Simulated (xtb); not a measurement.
Pb(Br)(NH2) (BrH₂NPb), SMILES [Br][Pb][NH2] (connectivity only; charge and spin as stated), neutral, multiplicity 1. All values are semi-empirical tight-binding results from xtb (GFN2-xTB unless named), good for trends rather than for accurate numbers. Geometry: GFN2-xTB. One conformer was computed; it need not be the lowest.

For metal compounds this method's bond lengths and energies can be far off.

```
Quantity                                       Value
-------------------------------------  -------------
point group as xtb finds it                       Cs
orbital gap                                  2.98 eV
zero-point energy                      15.6 kcal/mol
G − E(el) at 298.15 K (modified RRHO)  -4.2 kcal/mol
```
